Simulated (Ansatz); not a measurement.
System: CsAg, net charge 0, singlet state. 
Coordinates optimised at B3LYP-D3(BJ)/def2-TZVP (Ansatz, a first-principles code):
SMILES: [Ag][Cs]
```xyz
2

Cs     0.0000     0.0000    -1.5330
Ag     0.0000     0.0000     1.7939
```

Total electronic energies in hartree. Valence correlation only, unless marked. Spin-orbit coupling is left out. The frozen core is the preceding noble-gas configuration, with the filled d and f shells of earlier blocks. The outer core of K, Ca and their heavier congeners is not correlated, a term that matters for these elements. In def2 rows, elements after Kr have scalar-relativistic effective core potentials. CBS(X,Y): correlation extrapolated as X^-3; Hartree-Fock from the larger set. [CCSD(T)-MP2]/basis is that difference in the basis named.

The T1 diagnostic of CCSD in the largest basis is 0.044, which is high, so the coupled-cluster rows are less sure than usual.

```tsv
level	program	energy (Eh)
HF/def2-QZVPP	Ansatz	-165.98397
HF/def2-QZVPPD	Ansatz	-165.98397
PBE-D4/def2-TZVPD	Ansatz + dftd4	(withheld)
PBE0/def2-QZVPP	Ansatz	-167.16296
BHLYP-D3(BJ)/def2-TZVPD	Ansatz + dftd3	-167.01118
BHLYP-D4/def2-TZVPD	Ansatz + dftd4	-167.01040
r2SCAN0-D4/def2-TZVPD	Ansatz + dftd4	-167.16469
HSE06-D4/def2-TZVPD	Ansatz + dftd4	-167.15908
CAM-B3LYP/def2-TZVPD	Ansatz	-167.10114
LC-wPBE-D3(BJ)/def2-TZVPD	Ansatz + dftd3	(withheld)
B2GP-PLYP-D4/def2-TZVPD	Ansatz + dftd4	-166.77326
B2PLYP-D4/def2-TZVPD	Ansatz + dftd4	-166.85286
MP2/CBS(def2-TZVPP,def2-QZVPP)	Ansatz	-166.4774
MP2/CBS(def2-TZVPPD,def2-QZVPPD)	Ansatz	-166.4773
RI-MP2/CBS(def2-TZVPP,def2-QZVPP)	Ansatz	-166.4775
SCS-MP2/def2-SVP	Ansatz	-166.17934
SCS-MP2/def2-SVPD	Ansatz	-166.18274
SCS-MP2/def2-TZVPPD	Ansatz	-166.35960
CCSD(T)/def2-SVP	Ansatz	-166.21397
CCSD(T)/def2-TZVPP	Ansatz	-166.39415
RI-MP2/CBS(def2-TZVPP,def2-QZVPP)+[CCSD(T)-MP2]/def2-SVP	Ansatz	-166.4816
RI-MP2/CBS(def2-TZVPP,def2-QZVPP)+[CCSD(T)-MP2]/def2-TZVPP	Ansatz	-166.4662
CCSD(T)/CBS(def2-TZVPPD,def2-QZVPPD)	Ansatz	-166.4633
```

### Question
Fill in the missing entries.

### Answer

- PBE-D4/def2-TZVPD, energy (Eh): -167.19462
- LC-wPBE-D3(BJ)/def2-TZVPD, energy (Eh): -167.19274
